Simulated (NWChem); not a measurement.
System: Si₂NH₆OCl; SMILES Cl[Si@H](N)O[SiH3]

```xyz
11

N     -1.7609     0.6445     0.6328
Si    -0.5130     0.5910    -0.5362
Cl     0.9580     1.8472     0.1964
O      0.0593    -0.9447    -0.7023
Si     0.4536    -2.2395     0.2725
H     -2.6511     0.1806     0.4947
H     -1.8205     1.4089     1.2942
H     -0.8529     1.0380    -1.9065
H      1.4061    -3.1035    -0.4787
H     -0.7740    -3.0257     0.5960
H      1.0890    -1.7749     1.5409
```
Atoms are numbered in this order, from 1.

Program: NWChem. Structure relaxed at the PBE0/def2-SVP level. Hybrids' shares of exact exchange are those that their runs print; pure functionals count as 0. The functionals differ in more than this share.

```
row              share of exact exchange  orbital gap (eV)
---------------  -----------------------  ----------------
PBE/def2-TZVP                       0.00              5.82
TPSSh/def2-TZVP                     0.10          withheld
B3LYP/def2-TZVP                     0.20              7.67
PBE0/def2-TZVP                      0.25              8.16
```

Fit a straight line of the last column on the one before it, predict the withheld value, and compare with the run.


1. Means of the 3 shown rows: x = 0.150, y = 7.217. Slope Σ(x − x̄)(y − ȳ)/Σ(x − x̄)² = 0.3265/0.03500 = 9.329; intercept 5.817.
2. The shown rows scatter about the line by 0.010 (root mean square); the largest residual is -0.01, at B3LYP/def2-TZVP.
3. At x = 0.10 (TPSSh/def2-TZVP; inside the shown range) the line gives 6.75.
4. The run gives 7.05, +0.30 from the line.
